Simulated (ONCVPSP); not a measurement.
## u(r) = r·R(r): atom against pseudo-atom (F)

Columns: radius, all-electron u(r) and pseudo u(r) of the 2p shell (level -11.09 eV) of fluorine in the configuration [He] 2s2 2p5; Wu-Cohen, scalar-relativistic, ONCV scheme, ONCVPSP 4.0.1.

| r (bohr) | all-electron | pseudo |
| --- | --- | --- |
| 0.062 | 0.0628 | 0.0242 |
| 0.125 | 0.1963 | 0.0950 |
| 0.188 | 0.3467 | 0.2039 |
| 0.250 | 0.4864 | 0.3357 |
| 0.312 | 0.6070 | 0.4779 |
| 0.375 | 0.7068 | 0.6185 |
| 0.438 | 0.7837 | 0.7428 |
| 0.500 | 0.8386 | 0.8403 |
| 0.562 | 0.8755 | 0.9092 |
| 0.625 | 0.8970 | 0.9496 |
| 0.688 | 0.9055 | 0.9637 |
| 0.750 | 0.9035 | 0.9573 |
| 0.812 | 0.8935 | 0.9368 |
| 0.875 | 0.8770 | 0.9073 |
| 0.938 | 0.8557 | 0.8738 |
| 1.000 | 0.8313 | 0.8402 |
| 1.062 | 0.8046 | 0.8079 |
| 1.125 | 0.7758 | 0.7765 |
| 1.188 | 0.7460 | 0.7460 |
| 1.250 | 0.7162 | 0.7162 |
| 1.312 | 0.6864 | 0.6864 |
| 1.375 | 0.6563 | 0.6562 |
| 1.438 | 0.6266 | 0.6266 |
| 1.500 | 0.5980 | 0.5979 |
| 1.562 | 0.5700 | 0.5700 |
| 1.625 | 0.5425 | 0.5425 |

How many radial nodes do the two functions have?

The all-electron 2p function has n − l − 1 = 0; the pseudo-wave has 0.

At about which radius was the pseudo-wave matched?

1.25 bohr, where the columns begin to agree (steps of 0.06 bohr).

Is the pseudo-wave norm-conserving?

Yes: the ONCV scheme keeps the norm inside the radius equal to the all-electron one, which fixes the energy derivative of the logarithmic derivative at the level.
